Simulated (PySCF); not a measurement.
What builds the first ionisation energy along the 5d series

All values are computed (PySCF 2.14, energy differences of UHF-based or UKS calculations, no spin-orbit coupling). Each column adds one step, in eV (sums use unrounded values): valence MP2, valence CCSD, valence triples, then the next inner shell at CCSD(T) (Ta 5s 5p, W 5s 5p, Re 5s 5p, Os 5s 5p, Ir 5s 5p, Pt 5s 5p, Au 5s 5p, Hg 5s 5p). References (NIST) marked * lie between the lowest fine-structure levels; the others compare directly ((s) semi-empirical, (t) theoretical).

| element | UHF | + MP2 | + CCSD | + (T) | + inner shell | sum | reference |
| --- | --- | --- | --- | --- | --- | --- | --- |
| Ta [Xe] 4f14 5d3 6s2 → [Xe] 4f14 5d3 6s1 (def2-TZVPPD with the def2 core potential (60 electrons), ECP) | 5.723 | 1.141 | 0.203 | 0.110 | 0.162 | 7.340 | 7.573 |
| W [Xe] 4f14 5d4 6s2 → [Xe] 4f14 5d4 6s1 (def2-TZVPPD with the def2 core potential (60 electrons), ECP) | 5.871 | 1.259 | 0.152 | 0.130 | 0.136 | 7.548 | 7.825 |
| Re [Xe] 4f14 5d5 6s2 → [Xe] 4f14 5d5 6s1 (def2-TZVPPD with the def2 core potential (60 electrons), ECP) | 5.902 | 1.339 | 0.075 | 0.109 | 0.120 | 7.545 | 7.834 |
| Os [Xe] 4f14 5d6 6s2 → [Xe] 4f14 5d6 6s1 (def2-TZVPPD with the def2 core potential (60 electrons), ECP) | 6.504 | 1.380 | -0.009 | 0.104 | 0.115 | 8.093 | 8.473 |
| Ir [Xe] 4f14 5d7 6s2 → [Xe] 4f14 5d7 6s1 (def2-TZVPPD with the def2 core potential (60 electrons), ECP) | 7.023 | 1.481 | -0.075 | 0.108 | 0.110 | 8.647 | 8.926 |
| Pt [Xe] 4f14 5d9 6s1 → [Xe] 4f14 5d9 (def2-TZVPPD with the def2 core potential (60 electrons), ECP) | 7.576 | 1.284 | -0.231 | 0.056 | 0.124 | 8.809 | 8.959 * |
| Au [Xe] 4f14 5d10 6s1 → [Xe] 4f14 5d10 (def2-TZVPPD with the def2 core potential (60 electrons), ECP) | 7.685 | 1.382 | -0.229 | 0.085 | 0.112 | 9.035 | 9.226 |
| Hg [Xe] 4f14 5d10 6s2 → [Xe] 4f14 5d10 6s1 (def2-TZVPPD with the def2 core potential (60 electrons), ECP) | 8.500 | 1.796 | -0.273 | 0.117 | 0.091 | 10.232 | 10.438 |

What remains against the references is mostly basis incompleteness and, for starred values, spin-orbit coupling.

These are valence bases, so the inner-shell step is incomplete.
